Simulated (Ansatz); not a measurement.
Steps of a relaxation of `O[SiH]1[SiH2][SiH2]1` with RKS PBE0-D4/def2-TZVP.

```sh
$ ansatz run in.yaml --threads 2 --pin off --events-out ev --progress --plain --max-ram 4352MiB
```

```yaml
crystal:
  periodic: [false, false, false]
  atoms:
    - {symbol: O, position_ang: [-1.451458, 0.495093, -1.900381]}
    - {symbol: Si, position_ang: [-1.007589, 0.229237, -0.295262]}
    - {symbol: Si, position_ang: [0.433765, -1.480173, 0.348586]}
    - {symbol: Si, position_ang: [1.042503, 0.790088, 0.699617]}
    - {symbol: H, position_ang: [-1.463358, 1.435831, -2.155241]}
    - {symbol: H, position_ang: [-2.134203, 0.404287, 0.692554]}
    - {symbol: H, position_ang: [1.303225, -2.110627, -0.703141]}
    - {symbol: H, position_ang: [0.054603, -2.439713, 1.441586]}
    - {symbol: H, position_ang: [1.100661, 1.451414, 2.049166]}
    - {symbol: H, position_ang: [2.204952, 1.173364, -0.174483]}
basis:
  gaussian: {orbitals: def2-TZVP}
hamiltonian: {xc: pbe0, dispersion: d4}
relax: {f_tol: 0.005, max_steps: 150}
```

Positions (Å) and forces (eV/Å) along the path, 6 of 6 steps:

```xyz
10
step=1 energy=-25767.1861 eV
O    -1.451    0.495   -1.900    0.251    0.593    0.795
Si   -1.008    0.229   -0.295   -0.179    0.042   -0.545
Si    0.434   -1.480    0.349    0.041   -0.025   -0.015
Si    1.043    0.790    0.700    0.038   -0.021   -0.029
H    -1.463    1.436   -2.155   -0.001   -0.703    0.166
H    -2.134    0.404    0.693    0.227   -0.019   -0.254
H     1.303   -2.111   -0.703   -0.188    0.126    0.228
H     0.055   -2.440    1.442    0.080    0.196   -0.236
H     1.101    1.451    2.049   -0.020   -0.125   -0.295
H     2.205    1.173   -0.174   -0.248   -0.066    0.186
10
step=2 energy=-25767.2239 eV
O    -1.434    0.508   -1.879    0.157    0.108    0.558
Si   -1.001    0.216   -0.292   -0.163    0.110   -0.501
Si    0.435   -1.478    0.351    0.028   -0.049    0.000
Si    1.035    0.779    0.687    0.018    0.038    0.032
H    -1.446    1.441   -2.119   -0.008   -0.202    0.002
H    -2.126    0.400    0.674    0.067   -0.018   -0.053
H     1.296   -2.109   -0.687   -0.050    0.034    0.047
H     0.059   -2.429    1.434    0.018    0.055   -0.054
H     1.084    1.451    2.016   -0.001   -0.046   -0.067
H     2.182    1.171   -0.180   -0.066   -0.030    0.036
10
step=3 energy=-25767.2316 eV
O    -1.434    0.495   -1.864    0.069    0.052    0.160
Si   -0.996    0.226   -0.293   -0.070   -0.066   -0.112
Si    0.434   -1.470    0.346   -0.020   -0.008    0.008
Si    1.032    0.781    0.692    0.019    0.004   -0.009
H    -1.441    1.419   -2.122   -0.026    0.011   -0.091
H    -2.115    0.406    0.670   -0.013   -0.001    0.030
H     1.285   -2.098   -0.695    0.020   -0.001   -0.011
H     0.058   -2.418    1.423   -0.003   -0.012    0.020
H     1.085    1.441    2.021    0.000    0.012    0.016
H     2.173    1.166   -0.175    0.024    0.010   -0.012
10
step=4 energy=-25767.2337 eV
O    -1.431    0.510   -1.858   -0.004   -0.014    0.016
Si   -1.000    0.222   -0.293    0.005    0.014   -0.014
Si    0.431   -1.472    0.348    0.008    0.000   -0.009
Si    1.032    0.780    0.689   -0.028    0.001    0.015
H    -1.445    1.428   -2.135   -0.001    0.006   -0.012
H    -2.120    0.389    0.675    0.011    0.008    0.002
H     1.296   -2.092   -0.687    0.002   -0.016   -0.003
H     0.054   -2.418    1.428   -0.001   -0.010    0.002
H     1.089    1.444    2.016    0.006    0.006    0.009
H     2.176    1.157   -0.180    0.001    0.004   -0.007
10
step=5 energy=-25767.2340 eV
O    -1.434    0.509   -1.858   -0.001    0.007    0.001
Si   -0.999    0.224   -0.294    0.003    0.004    0.006
Si    0.432   -1.472    0.347    0.004    0.000   -0.003
Si    1.031    0.781    0.692   -0.008   -0.001    0.000
H    -1.446    1.425   -2.141   -0.001   -0.007   -0.002
H    -2.115    0.394    0.677    0.005   -0.001   -0.002
H     1.296   -2.096   -0.687    0.000   -0.002    0.001
H     0.054   -2.421    1.424   -0.003   -0.001    0.000
H     1.090    1.445    2.020    0.001    0.001    0.000
H     2.174    1.160   -0.178    0.000    0.001    0.000
10
step=6 energy=-25767.2340 eV
O    -1.435    0.509   -1.857   -0.001    0.004   -0.003
Si   -0.999    0.224   -0.293    0.003    0.000    0.004
Si    0.432   -1.472    0.346    0.001   -0.001   -0.001
Si    1.031    0.781    0.693   -0.002    0.000   -0.001
H    -1.446    1.424   -2.143    0.000   -0.003    0.000
H    -2.114    0.395    0.679    0.001   -0.001    0.000
H     1.297   -2.096   -0.687    0.000    0.000    0.001
H     0.053   -2.421    1.423   -0.001    0.001    0.000
H     1.090    1.446    2.020    0.000    0.000   -0.001
H     2.174    1.160   -0.177    0.000    0.000    0.000
```

It took 34 s on 2 threads of an Arm Neoverse V1 on a shared host, with 0.43 GiB of host memory at the peak.
